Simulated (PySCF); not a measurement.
# Tc³⁺: ionisation energy

Tc³⁺ [Kr] 4d4 [4d3/2^4, M_J = 0] → Tc⁴⁺ [Kr] 4d3 [4d3/2^3, M_J = 3/2], as a difference of total energies. Computed with PySCF 2.14 in x2c-SVPall-2c, with the two-component X2C-1e Hamiltonian. Correlated levels: [Ar] 3d10 frozen; the 6 highest virtual spinors dropped. "Screened" scales the spin-orbit matrix elements by Boettger's factors to mimic the two-electron term; Breit and QED terms are absent.

```json
{"method": "GHF (spin-free)", "ionisation energy (eV)": "41.675"}
{"method": "GMP2 (spin-free)", "ionisation energy (eV)": "42.258"}
{"method": "GHF (screened spin-orbit)", "ionisation energy (eV)": "41.581"}
{"method": "GMP2 (screened spin-orbit)", "ionisation energy (eV)": "42.165"}
```

Problem. How much does correlation contribute at GMP2 (screened spin-orbit)?

Solution. 42.165 − (41.581) = 0.584 eV, measured against GHF (screened spin-orbit).

The spin-free rows relax to the high-spin LS determinant and lack the spin-orbit shift.

Errors of the correlated levels include the incompleteness of this basis and the frozen core.

The labels give the starting determinants; with spin-orbit coupling the two ends relaxed to ⟨J²⟩ = 3.69, ⟨L²⟩ = 5.97, ⟨S²⟩ = 5.97 and ⟨J²⟩ = 6.32, ⟨L²⟩ = 11.96, ⟨S²⟩ = 3.73.

The determinant of Tc³⁺ and of Tc⁴⁺ mixes levels of different J (the jj label is only the starting occupation), so the difference between spin-free and spin-orbit rows is not the physical spin-orbit shift.

For comparison: 41 ± 1.7 eV (theoretical estimate listed by NIST; NIST Atomic Spectra Database, ionization energies).
